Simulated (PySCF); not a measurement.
Predicted microwave data (PySCF 2.14.0, PBE0-D3(BJ)/def2-SVP geometry optimisation, gas phase) for one isomer of C6H12BNO:

| Property | Result |
| --- | --- |
| Rotational constants | A = 2305, B = 1047, C = 741.3 MHz |
| Dipole components | \|μa\| = 2.80 D, \|μb\| = 1.67 D, \|μc\| = 0.47 D |
| Inertial defect | -20.29 u·Å² |
| κ | -0.61 |

**Question.** Which candidate fits, each taken in the one conformer that was computed?
A. `[CH3:1][C:2](=[O:3])[NH:4][B:5]1[CH2:6][CH2:7][CH2:8][CH2:9]1` with C1–C2–N4–B5 -179°, C2–N4–B5–C6 180°, N4–B5–C6–C7 166°, B5–C6–C7–C8 32°, C6–C7–C8–C9 -40°, C7–C8–C9–B5 29°
B. `[CH3:1][O+:2]([CH3:3])[B@H-:4]([C:5]#[N:6])[CH:7]1[CH2:8][CH2:9]1` with C1–O2–B4–C5 55°, O2–B4–C7–C8 -154°
C. `[CH3:1]/[CH:2]=[CH:3]/[N:4]([CH:5]=[O:6])[B:7]([CH3:8])[CH3:9]` with C2–C3–N4–C5 44°, C3–N4–C5–O6 -170°
D. `[CH3:1]/[CH:2]=[CH:3]\[N:4]([CH:5]=[O:6])[B:7]([CH3:8])[CH3:9]` with C2–C3–N4–C5 61°, C3–N4–C5–O6 -1°
E. `[CH3:1][NH2+:2][B@H-:3]([CH3:4])[c:5]1[cH:6][cH:7][cH:8][o:9]1` with C1–N2–B3–C4 -170°, N2–B3–C5–C6 -130°
F. `[CH3:1][C:2]#[C:3][CH2:4][B:5]([NH2:6])[O:7][CH2:8][CH3:9]` with C3–C4–B5–N6 0°, C4–B5–O7–C8 -178°, B5–O7–C8–C9 82°

**Answer.** C. It is C/C=C/N(C=O)B(C)C, an asymmetric top, point group C1. The candidates at the same level (rigid rotor, commonest isotopes):

```json
{"SMILES": "C/C=C\\N(C=O)B(C)C", "A (MHz)": "2229", "B (MHz)": "1210", "C (MHz)": "905.8", "μa (D)": "1.72", "μb (D)": "1.46", "μc (D)": "0.54", "Δ (u·Å²)": "-86.50", "point group": "C1", "rotor": "asymmetric top"}
{"SMILES": "C/C=C/N(C=O)B(C)C", "A (MHz)": "2305", "B (MHz)": "1047", "C (MHz)": "741.3", "μa (D)": "2.80", "μb (D)": "1.67", "μc (D)": "0.47", "Δ (u·Å²)": "-20.29", "point group": "C1", "rotor": "asymmetric top"}
{"SMILES": "CC#CCB(N)OCC", "A (MHz)": "4757", "B (MHz)": "593.6", "C (MHz)": "557.7", "μa (D)": "0.66", "μb (D)": "2.23", "μc (D)": "0.44", "Δ (u·Å²)": "-51.42", "point group": "C1", "rotor": "near-prolate asymmetric top"}
{"SMILES": "CC(=O)NB1CCCC1", "A (MHz)": "4011", "B (MHz)": "867.5", "C (MHz)": "735.0", "μa (D)": "0.82", "μb (D)": "3.32", "μc (D)": "0.15", "Δ (u·Å²)": "-20.93", "point group": "C1", "rotor": "near-prolate asymmetric top"}
{"SMILES": "C[NH2+][B@H-](C)c1ccco1", "A (MHz)": "2474", "B (MHz)": "1158", "C (MHz)": "996.5", "μa (D)": "2.56", "μb (D)": "3.49", "μc (D)": "1.92", "Δ (u·Å²)": "-133.44", "point group": "C1", "rotor": "asymmetric top"}
{"SMILES": "C[O+](C)[B@H-](C#N)C1CC1", "A (MHz)": "1739", "B (MHz)": "1414", "C (MHz)": "899.0", "μa (D)": "0.12", "μb (D)": "6.81", "μc (D)": "1.30", "Δ (u·Å²)": "-86.06", "point group": "C1", "rotor": "asymmetric top"}
```

`C[O+](C)[B@H-](C#N)C1CC1` has B 35 % too high; `CC#CCB(N)OCC` has A 106 % too high; `CC(=O)NB1CCCC1` has A 74 % too high; `C/C=C\N(C=O)B(C)C` has C 22 % too high; `C[NH2+][B@H-](C)c1ccco1` has C 34 % too high. No structure here is proved a minimum.
